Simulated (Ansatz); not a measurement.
Start from `F[Si]1(S)CC1` and change one atom or group to get `S[SiH]1CC1`.

Ansatz, PBE0-D4/def2-TZVP geometries, multiplicity 1. Each molecule was computed in one conformer, which needn't be the lowest.

| property | `F[Si]1(S)CC1` |
| --- | --- |
| LUMO energy (B3LYP/def2-TZVPP) / eV | -0.12 |
| LUMO energy (ωB97M-V/def2-TZVPP) / eV | 1.91 |
| HOMO energy (ωB97M-V/def2-TZVPP) / eV | -9.38 |
| size of the dipole moment (B3LYP/def2-TZVPP) / D | 1.16 |
| HOMO energy (PBE/def2-TZVPP) / eV | -5.98 |
| HOMO–LUMO gap (ωB97M-V/def2-TZVPP) / eV | 11.29 |

(1) Give the same properties after the change, and the shifts. (An estimate is asked.)

Results:

(1) Ansatz gave: 
| property | `S[SiH]1CC1` | shift |
| --- | --- | --- |
| LUMO energy (B3LYP/def2-TZVPP) / eV | -0.05 | 0.07 |
| LUMO energy (ωB97M-V/def2-TZVPP) / eV | 1.93 | 0.02 |
| HOMO energy (ωB97M-V/def2-TZVPP) / eV | -9.05 | 0.33 |
| size of the dipole moment (B3LYP/def2-TZVPP) / D | 0.95 | -0.21 |
| HOMO energy (PBE/def2-TZVPP) / eV | -5.78 | 0.20 |
| HOMO–LUMO gap (ωB97M-V/def2-TZVPP) / eV | 10.98 | -0.31 |

Dipoles are sizes alone; their direction can turn.

B3LYP here is the variant with VWN-RPA as its local correlation; programs differ in this.
